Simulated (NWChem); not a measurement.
The numbers come from NWChem runs, not from measurements. System: H₅B₃N₃, charge 0, spin multiplicity 2, at a geometry optimised with UPBE0/def2-SVP. The structure started from a generated list of species. Its SCF solution wasn't tested for a lower state. Level: UHF/def2-SVP.

Input file:

```
start mol
memory heap 200 mb stack 900 mb global 1100 mb
geometry units angstroms nocenter noautoz
  B     -1.283730     0.000000    -0.807484
  N      0.000000     0.000000    -1.366537
  B      1.283730     0.000000    -0.807484
  N      1.229819     0.000000     0.631305
  B      0.000000     0.000000     1.361667
  N     -1.229819     0.000000     0.631305
  H     -2.315230     0.000000    -1.433749
  H      2.315230     0.000000    -1.433749
  H      2.102324     0.000000     1.145271
  H      0.000000     0.000000     2.570947
  H     -2.102324     0.000000     1.145271
  symmetry group C2v
end
basis spherical
  * library def2-svp
end
scf
  uhf
  nopen 1
  maxiter 100
  thresh 1e-7
  semidirect memsize 60000000 filesize 0
  # guess.movecs holds the orbitals of an unrestricted PBE0 run
  vectors input guess.movecs output mol.movecs
end
task scf energy
```

Output (cleaned and shortened):

```
             Northwest Computational Chemistry Package (NWChem) 7.3.0
             --------------------------------------------------------

                                NWChem Input Module
                                -------------------

 Scaling coordinates for geometry "geometry" by  1.889725989
 (inverse scale =  0.529177249)

 Turning off AUTOSYM since
 SYMMETRY directive was detected!

                             Geometry "geometry" -> ""
                             -------------------------

 Output coordinates in angstroms (scale by  1.889725989 to convert to a.u.)

  No.       Tag          Charge          X              Y              Z
 ---- ---------------- ---------- -------------- -------------- --------------
    1 B                    5.0000    -1.28373000     0.00000000    -0.80748400
    2 N                    7.0000     0.00000000     0.00000000    -1.36653700
    3 B                    5.0000     1.28373000     0.00000000    -0.80748400
    4 N                    7.0000     1.22981900     0.00000000     0.63130500
    5 B                    5.0000     0.00000000     0.00000000     1.36166700
    6 N                    7.0000    -1.22981900     0.00000000     0.63130500
    7 H                    1.0000    -2.31523000     0.00000000    -1.43374900
    8 H                    1.0000     2.31523000     0.00000000    -1.43374900
    9 H                    1.0000     2.10232400     0.00000000     1.14527100
   10 H                    1.0000     0.00000000     0.00000000     2.57094700
   11 H                    1.0000    -2.10232400     0.00000000     1.14527100

 Effective nuclear repulsion energy (a.u.)     188.8804257985

            Nuclear Dipole moment (a.u.)
            ----------------------------
        X                 Y               Z
 ---------------- ---------------- ----------------
     0.0000000000     0.0000000000    -0.0000056692

      Symmetry information
      --------------------

 Group name             C2v
 Group number             16
 Group order               4
 No. of unique centers     7

      Symmetry unique atoms

     1    2    4    5    7    9   10


 Summary of "ao basis" -> "" (spherical)
 ------------------------------------------------------------------------------
       Tag                 Description            Shells   Functions and Types
 ---------------- ------------------------------  ------  ---------------------
 *                          def2-svp                  on all atoms

 Summary of "ao basis" -> "ao basis" (spherical)
 ------------------------------------------------------------------------------
       Tag                 Description            Shells   Functions and Types
 ---------------- ------------------------------  ------  ---------------------
 B                          def2-svp                 6       14   3s2p1d
 N                          def2-svp                 6       14   3s2p1d
 H                          def2-svp                 3        5   2s1p

                                 NWChem SCF Module
                                 -----------------

  ao basis        = "ao basis"
  functions       =   109
  atoms           =    11
  alpha electrons =    21
  beta  electrons =    20
  charge          =   0.00
  wavefunction    = UHF
  use symmetry    = T
  symmetry adapt  = T

 Summary of "ao basis" -> "ao basis" (spherical)
 ------------------------------------------------------------------------------
       Tag                 Description            Shells   Functions and Types
 ---------------- ------------------------------  ------  ---------------------
 B                          def2-svp                 6       14   3s2p1d
 N                          def2-svp                 6       14   3s2p1d
 H                          def2-svp                 3        5   2s1p

      Symmetry analysis of basis
      --------------------------

        a1         45
        a2         12
        b1         35
        b2         17

 Forming initial guess at       0.0s

   Symmetry analysis of molecular orbitals - initial alpha
   -------------------------------------------------------

  Numbering of irreducible representations:

     1 a1          2 a2          3 b1          4 b2

  Orbital symmetries:

     1 a1          2 b1          3 a1          4 b1          5 a1
     6 a1          7 a1          8 b1          9 a1         10 b1
    11 a1         12 a1         13 b1         14 b1         15 a1
    16 b2         17 a1         18 b1         19 a1         20 b2
    21 a2         22 a2         23 b2         24 a1         25 b1
    26 b2         27 a1         28 a1         29 b1         30 b1
    31 a1

   Symmetry analysis of molecular orbitals - initial beta
   ------------------------------------------------------

  Numbering of irreducible representations:

     1 a1          2 a2          3 b1          4 b2

  Orbital symmetries:

     1 b1          2 a1          3 a1          4 b1          5 a1
     6 a1          7 a1          8 b1          9 a1         10 a1
    11 b1         12 a1         13 b1         14 b1         15 a1
    16 b2         17 b1         18 a1         19 a2         20 b2
    21 a1         22 a2         23 b2         24 a1         25 b1
    26 b2         27 a1         28 a1         29 b1         30 b1
    31 a1

 Starting SCF solution at       0.1s

 ----------------------------------------------
         Quadratically convergent UHF

 Convergence threshold     :          1.000E-07
 Maximum no. of iterations :          100
 Integral*density screening:          1.000E-09
 ----------------------------------------------
[...]
    47     -0.264109   4 N  py               75     -0.264109   6 N  py
    50      0.227409   4 N  py               78      0.227409   6 N  py
    61     -0.161610   5 B  py

 Vector   21  Occ=1.000000D+00  E=-4.170650D-01  Symmetry=a2
              MO Center= -3.5D-12, -1.2D-15,  4.9D-01, r^2= 2.6D+00
   Bfn.  Coefficient  Atom+Function         Bfn.  Coefficient  Atom+Function
  ----- ------------  ---------------      ----- ------------  ---------------
    47      0.384873   4 N  py               75     -0.384873   6 N  py
    50     -0.341759   4 N  py               78      0.341759   6 N  py

 Vector   22  Occ=0.000000D+00  E= 1.509511D-01  Symmetry=a2
              MO Center=  1.3D-13,  6.6D-15, -8.0D-01, r^2= 4.7D+00
   Bfn.  Coefficient  Atom+Function         Bfn.  Coefficient  Atom+Function
  ----- ------------  ---------------      ----- ------------  ---------------
     8      0.656180   1 B  py               36     -0.656180   3 B  py
     5     -0.302033   1 B  py               33      0.302033   3 B  py
    50      0.293014   4 N  py               78     -0.293014   6 N  py
    47     -0.158363   4 N  py               75      0.158363   6 N  py

 Vector   23  Occ=0.000000D+00  E= 1.543867D-01  Symmetry=b2
              MO Center= -2.0D-13, -1.1D-15,  5.8D-01, r^2= 4.8D+00
   Bfn.  Coefficient  Atom+Function         Bfn.  Coefficient  Atom+Function
  ----- ------------  ---------------      ----- ------------  ---------------
    64      0.767059   5 B  py                8     -0.414144   1 B  py
    36     -0.414144   3 B  py               22      0.341972   2 N  py
    61     -0.335685   5 B  py               19     -0.185862   2 N  py
     5      0.171625   1 B  py               33      0.171625   3 B  py
    50     -0.163755   4 N  py               78     -0.163755   6 N  py

 Vector   24  Occ=0.000000D+00  E= 1.972135D-01  Symmetry=a1
              MO Center=  2.9D-15,  1.5D-16,  9.2D-01, r^2= 7.9D+00
   Bfn.  Coefficient  Atom+Function         Bfn.  Coefficient  Atom+Function
  ----- ------------  ---------------      ----- ------------  ---------------
    45      1.080763   4 N  s                73      1.080763   6 N  s
    96     -0.844301   9 H  s               106     -0.844301  11 H  s
     3     -0.809073   1 B  s                31     -0.809073   3 B  s
    59     -0.783287   5 B  s                86      0.387005   7 H  s
    91      0.387005   8 H  s               101      0.362257  10 H  s

                     UHF Final Beta Molecular Orbital Analysis
                     -----------------------------------------

 Vector   18  Occ=1.000000D+00  E=-4.808386D-01  Symmetry=a1
              MO Center=  1.1D-13,  3.0D-16,  1.2D+00, r^2= 3.8D+00
   Bfn.  Coefficient  Atom+Function         Bfn.  Coefficient  Atom+Function
  ----- ------------  ---------------      ----- ------------  ---------------
   100     -0.341153  10 H  s                62      0.336862   5 B  pz
   101     -0.211211  10 H  s                48     -0.190012   4 N  pz
    76     -0.190012   6 N  pz                6      0.171512   1 B  pz
    34      0.171512   3 B  pz

 Vector   19  Occ=1.000000D+00  E=-4.135949D-01  Symmetry=a2
              MO Center=  1.0D-14,  9.3D-16,  4.8D-01, r^2= 2.6D+00
   Bfn.  Coefficient  Atom+Function         Bfn.  Coefficient  Atom+Function
  ----- ------------  ---------------      ----- ------------  ---------------
    47      0.381081   4 N  py               75     -0.381081   6 N  py
    50     -0.341014   4 N  py               78      0.341014   6 N  py

 Vector   20  Occ=1.000000D+00  E=-3.948688D-01  Symmetry=b2
              MO Center= -6.5D-16,  3.4D-16, -5.9D-01, r^2= 2.5D+00
   Bfn.  Coefficient  Atom+Function         Bfn.  Coefficient  Atom+Function
  ----- ------------  ---------------      ----- ------------  ---------------
    19      0.439232   2 N  py               22     -0.382502   2 N  py
    47     -0.215270   4 N  py               75     -0.215270   6 N  py
    50      0.196386   4 N  py               78      0.196386   6 N  py

 Vector   21  Occ=0.000000D+00  E= 8.205438D-02  Symmetry=a1
              MO Center= -4.2D-15, -1.7D-16, -1.3D+00, r^2= 2.9D+00
   Bfn.  Coefficient  Atom+Function         Bfn.  Coefficient  Atom+Function
  ----- ------------  ---------------      ----- ------------  ---------------
    86      0.531086   7 H  s                91      0.531086   8 H  s
     9      0.468994   1 B  pz               37      0.468994   3 B  pz
    20     -0.391739   2 N  pz               23      0.368935   2 N  pz
    45     -0.345178   4 N  s                73     -0.345178   6 N  s
     3     -0.244494   1 B  s                31     -0.244494   3 B  s

 Vector   22  Occ=0.000000D+00  E= 1.442694D-01  Symmetry=a2
              MO Center=  3.7D-16,  1.3D-16, -7.8D-01, r^2= 4.6D+00
   Bfn.  Coefficient  Atom+Function         Bfn.  Coefficient  Atom+Function
  ----- ------------  ---------------      ----- ------------  ---------------
     8      0.645554   1 B  py               36     -0.645554   3 B  py
     5     -0.309769   1 B  py               33      0.309769   3 B  py
    50      0.296562   4 N  py               78     -0.296562   6 N  py
    47     -0.161653   4 N  py               75      0.161653   6 N  py

 Vector   23  Occ=0.000000D+00  E= 1.593455D-01  Symmetry=b2
              MO Center=  1.0D-15, -1.3D-15,  7.2D-01, r^2= 4.6D+00
   Bfn.  Coefficient  Atom+Function         Bfn.  Coefficient  Atom+Function
  ----- ------------  ---------------      ----- ------------  ---------------
    64      0.805909   5 B  py                8     -0.370108   1 B  py
    36     -0.370108   3 B  py               22      0.343763   2 N  py
    61     -0.342494   5 B  py               50     -0.203742   4 N  py
    78     -0.203742   6 N  py               19     -0.186444   2 N  py
     5      0.154380   1 B  py               33      0.154380   3 B  py

 center of mass
 --------------
 x =   0.00000000 y =   0.00000000 z =  -0.05272913

 moments of inertia (a.u.)
 ------------------
         305.209511259180           0.000000000000           0.000000000000
           0.000000000000         656.448880357859           0.000000000000
           0.000000000000           0.000000000000         351.239369098679

  Mulliken analysis of the total density
  --------------------------------------

    Atom       Charge   Shell Charges
 -----------   ------   -------------------------------------------------------
    1 B    5     4.79   1.99  0.75  0.07  1.52  0.32  0.14
    2 N    7     7.16   1.99  1.00  0.46  2.33  1.37  0.01
    3 B    5     4.79   1.99  0.75  0.07  1.52  0.32  0.14
    4 N    7     7.29   1.99  0.95  0.42  2.44  1.48  0.01
    5 B    5     4.78   1.99  0.74  0.07  1.51  0.34  0.14
    6 N    7     7.29   1.99  0.95  0.42  2.44  1.48  0.01
    7 H    1     1.06   0.75  0.30  0.01
    8 H    1     1.06   0.75  0.30  0.01
    9 H    1     0.84   0.72  0.08  0.05
   10 H    1     1.08   0.76  0.30  0.01
   11 H    1     0.84   0.72  0.08  0.05

  Mulliken analysis of the alpha density
  --------------------------------------

    Atom       Charge   Shell Charges
 -----------   ------   -------------------------------------------------------
    1 B    5     2.34   1.00  0.37  0.03  0.74  0.14  0.08
    2 N    7     4.11   1.00  0.54  0.25  1.48  0.85  0.00
    3 B    5     2.34   1.00  0.37  0.03  0.74  0.14  0.08
    4 N    7     3.66   0.99  0.48  0.21  1.23  0.74  0.01
    5 B    5     2.38   1.00  0.37  0.04  0.75  0.17  0.07
    6 N    7     3.66   0.99  0.48  0.21  1.23  0.74  0.01
    7 H    1     0.55   0.38  0.16  0.01
    8 H    1     0.55   0.38  0.16  0.01
    9 H    1     0.43   0.36  0.04  0.03
   10 H    1     0.54   0.38  0.15  0.01
   11 H    1     0.43   0.36  0.04  0.03

   Mulliken analysis of the beta density
   -------------------------------------

    Atom       Charge   Shell Charges
 -----------   ------   -------------------------------------------------------
    1 B    5     2.45   1.00  0.38  0.04  0.79  0.18  0.06
    2 N    7     3.05   1.00  0.47  0.21  0.85  0.52  0.01
    3 B    5     2.45   1.00  0.38  0.04  0.79  0.18  0.06
    4 N    7     3.63   0.99  0.47  0.21  1.21  0.74  0.01
    5 B    5     2.39   1.00  0.37  0.03  0.76  0.17  0.07
    6 N    7     3.63   0.99  0.47  0.21  1.21  0.74  0.01
    7 H    1     0.51   0.37  0.14  0.01
    8 H    1     0.51   0.37  0.14  0.01
    9 H    1     0.42   0.36  0.04  0.02
   10 H    1     0.54   0.38  0.15  0.01
   11 H    1     0.42   0.36  0.04  0.02

   Mulliken analysis of the spin density
   -------------------------------------

    Atom       Charge   Shell Charges
 -----------   ------   -------------------------------------------------------
    1 B    5    -0.10  -0.00 -0.01 -0.01 -0.05 -0.04  0.01
    2 N    7     1.07   0.00  0.07  0.04  0.63  0.33 -0.00
    3 B    5    -0.10  -0.00 -0.01 -0.01 -0.05 -0.04  0.01
    4 N    7     0.03   0.00  0.01 -0.00  0.03  0.00 -0.00
    5 B    5    -0.01  -0.00 -0.00  0.00 -0.01 -0.00 -0.00
    6 N    7     0.03   0.00  0.01 -0.00  0.03  0.00 -0.00
    7 H    1     0.03   0.02  0.02 -0.00
    8 H    1     0.03   0.02  0.02 -0.00
    9 H    1     0.01   0.01  0.00  0.00
   10 H    1     0.00   0.00  0.00 -0.00
   11 H    1     0.01   0.01  0.00  0.00

       Multipole analysis of the density wrt the origin
       ------------------------------------------------

     L   x y z        total         alpha         beta         nuclear
     -   - - -        -----         -----         ----         -------
     0   0 0 0     -0.000000    -21.000000    -20.000000     41.000000

     1   1 0 0     -0.000000     -0.000000     -0.000000      0.000000
     1   0 1 0      0.000000      0.000000     -0.000000      0.000000
     1   0 0 1      0.366309      1.580701     -1.214386     -0.000006

     2   2 0 0    -23.712202   -114.605028   -113.422427    204.315253
     2   1 1 0     -0.000000     -0.000000      0.000000      0.000000
     2   1 0 1      0.000000      0.000000      0.000000      0.000000
     2   0 2 0    -27.148553    -13.661408    -13.487145      0.000000
     2   0 1 1      0.000000      0.000000      0.000000      0.000000
     2   0 0 2    -27.892393   -104.120042    -94.422548    170.650197

 Task  times  cpu:        2.3s     wall:        2.3s

 Total times  cpu:        2.3s     wall:        2.3s
```
